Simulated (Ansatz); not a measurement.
Input file for Ansatz (a quantum-chemistry and plane-wave program): U-r2SCAN/def2-TZVPP on NiAs, 2S+1 = 4, a spin state set in the input, which need not be the lowest, a point of a bond scan (R = 2.240 Å).

Ansatz 0.2 input:
```yaml
crystal:
  periodic: [false, false, false]
  atoms:
    - {symbol: Ni, position_ang: [0.00000000, 0.00000000, 0.00000000]}
    - {symbol: As, position_ang: [0.00000000, 0.00000000, 2.23950600]}
basis:
  gaussian:
    orbitals: def2-TZVPP
    pivot_positions_ang: [[0.00000000, 0.00000000, 0.00000000], [0.00000000, 0.00000000, 2.23950600]]
hamiltonian:
  xc: {name: r2SCAN}
magnetization: {spin_polarized: true, initial_magnetization: 3}
output: {forces: true, orbitals: {seedname: ./end}}
```

The head of its log:

```
WARN ansatz: RAYON_NUM_THREADS=1 ignored (pool sized by the plan → 1); use --threads N
Functional definition: r2SCAN
integrals: 0.04 GiB planned
856 factors; their error is unknown
mean field: 0.41 GiB planned
mean field evaluation 1: about -101867.7129 eV, gradient 8.8e1 eV
mean field evaluation 2: about -101142.1813 eV, gradient 3.4e2 eV
```

Task: What total energy does the run end on?

Result: -3744.1454 hartree.
